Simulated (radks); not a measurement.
Spherical quantum dot in the effective-mass picture: electrons in a parabolic well V = omega^2 r^2 / 2 with omega = 0.96, all in effective atomic units (hartree* = m*/eps^2 hartree, bohr* = eps/m* bohr), one dielectric constant everywhere. Calculated with a radial shooting solver with Libxc functionals: non-relativistic Kohn-Sham, LDA (Slater exchange, Perdew-Wang correlation), spin-polarised, spherical densities. Levels are named by radial order and angular momentum (1s, 1p, 1d, 2s, ...), and open shells are averaged over m. Results are scaled to m* = 0.192 and eps = 15.2, for which hartree* = 22.61 meV and bohr* = 4.189 nm.

N = 19, configuration 1s2 1p6 1d10 2s(up 1, down 0). This is the lowest configuration that the search found. Occupied and some empty levels:

level    occupation  eigenvalue (meV)  <r> (nm)
1s up             1            219.12     7.088
1s down           1            219.69     7.217
1p up             3            229.29     8.909
1p down           3            229.54     8.930
1d up             5            240.72     10.16
1d down           5            240.91     10.15
2s up             1            243.05     8.754
2s down           0            243.95     8.779
1f up             0            253.36     11.13
1f down           0            253.56     11.13
2p up             0            257.36     9.856
2p down           0            257.84     9.909
1g up             0            267.07     11.96
1g down           0            267.29     11.96

Energy (meV): total 2888.00, kinetic 352.66, external 1084.9, Hartree 1635.6, exchange-correlation -185.09.

Electron density:

r (nm)  n(r) (e/nm^3)
0.885        0.002810
1.87         0.002697
2.86         0.002584
3.84         0.002545
4.83         0.002611
5.81         0.002742
6.80         0.002848
7.78         0.002826
8.77         0.002610
9.76         0.002204
10.7         0.001680
11.7         0.001145
12.7        0.0006897
13.7        0.0003673
14.7        0.0001720
15.7       0.00007044
16.7       0.00002544
17.6        8.066e-06
18.6        2.250e-06
19.6        5.513e-07
